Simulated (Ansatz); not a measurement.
Consider the redistribution: `C[O][SnH]([F])[O]C` + `C[O][GeH2][CH2][Si](C)(C)C` → `C[O][Sn]([F])([CH2][Si](C)(C)C)[O]C` + `C[O][GeH3]`.

Gas-phase electronic energies from Ansatz, PBE0-D4/def2-TZVP geometries. CCSD(T)/CBS is the MP2 limit (def2-TZVPP, def2-QZVPP) plus CCSD(T) − MP2 in def2-TZVPP, frozen cores. DFT in def2-TZVPP. Elements past krypton have def2 core potentials. For Ge, Sn outer-core shells are correlated without core-valence functions, which leaves a few kJ/mol of doubt a bond. Scalar relativity is left out up to krypton. Each species was taken in one conformer, which may not be the lowest.

(1) Is it downhill or uphill in electronic energy at CCSD(T)/CBS, and by how much? (Best estimate.)

(2) What do these levels give: PBE0-D4, ωB97M-V, B2PLYP, PBE0, CCSD(T)/def2-TZVPP, MP2/CBS(def2)? (Estimate.)

Largest T1 diagnostic among the species: 0.014.

Answers

(1) The calculation gave: Downhill: ΔE = -18.3 kJ/mol.

(2) Computed: PBE0-D4 -15.4, ωB97M-V -14.6, B2PLYP -16.7, PBE0 -14.4, CCSD(T)/def2-TZVPP -16.0, MP2/CBS(def2) -20.3 kJ/mol.

In def2-TZVPP, CCSD(T) changes the Hartree–Fock value by −5.3 kJ/mol (the triples alone add −1.6 kJ/mol) and MP2 by −7.3 kJ/mol.
